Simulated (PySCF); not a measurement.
InP and its ions

r²SCAN; basis In def2-SVPD with ECP28, P def2-SVPD; scalar-relativistic core potentials; PySCF 2.14. Neutral (UKS): triplet (π ↑↑), Re = 2.668 Å, ωe = 256 cm⁻¹, De = 1.96 eV, HOMO -4.62 eV, LUMO -3.60 eV.

InP⁺ (UKS): quartet (σ ↑, π ↑↑), Re = 2.919 Å, ωe = 122 cm⁻¹, De = 0.48 eV to In⁺ + P. The energies at the minima are -531.37587 hartree for InP and -531.11200 for InP⁺.

Q: Work out the adiabatic ionisation energy, without and with harmonic zero-point energies (1 hartree = 27.2114 eV, 1 eV = 8065.5 cm⁻¹), and the change of the bond length.

A: At r²SCAN: 0.26387 hartree = 7.180 eV between the minima; the zero-point term (122.0 − 256.0)/2 cm⁻¹ = -0.008 eV makes it 7.172 eV. Re changes by +25.1 pm against the neutral. The electron leaves a σ orbital, and the longer bond of the ion fits a bonding orbital, or a change in how ionic the bond is.

Weak bonds: InP⁺. Basis-set superposition, not corrected here, can be much of De in a small basis, most of all at correlated wavefunction levels. Spin–orbit coupling is left out, which matters for elements this heavy, above all for dissociation energies. For an ion De counts to the pair picked by the measured ionisation energies or electron affinities, which need not be the lowest pair at this level. States were picked by a PBE0 search and need not be the measured ground states.
